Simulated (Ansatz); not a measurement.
CH3AlO2 from Hartree–Fock to CCSD(T)

```csv
atom,x (Å),y (Å),z (Å)
O1,0.1750,0.5517,1.0635
C2,-0.9568,0.5011,0.5068
O3,-1.0462,-0.0953,-0.6020
Al4,0.8377,-0.4387,-0.4437
H5,-1.8346,0.9609,0.9719
H6,1.6882,0.4639,-1.4181
H7,1.1366,-1.9436,-0.0784
```

Total charge 0; spin multiplicity 1. The bonds changed during the relaxation, so this is another structure than the one it started from. All single points use the PBE0-D4/def2-TZVP geometry. It is one conformer, not always the lowest. Frozen core, restricted reference, the Gaussian-basis code of Ansatz. CBS rows extrapolate triple and quadruple zeta; past MP2 they add the triple-zeta difference.

```csv
basis,HF (Eh),MP2 corr.,CCSD corr.,(T),CCSD(T) total
def2-SVP,-431.10615,-0.55720,-0.58030,-0.01734,-431.70379
def2-TZVPP,-431.42400,-0.69909,-0.71549,-0.02909,-432.16858
def2-QZVPP,-431.44036,-0.75296,–,–,–
CBS(def2),-431.44261,-0.79286,-0.80925,as TZ,-432.28095
```
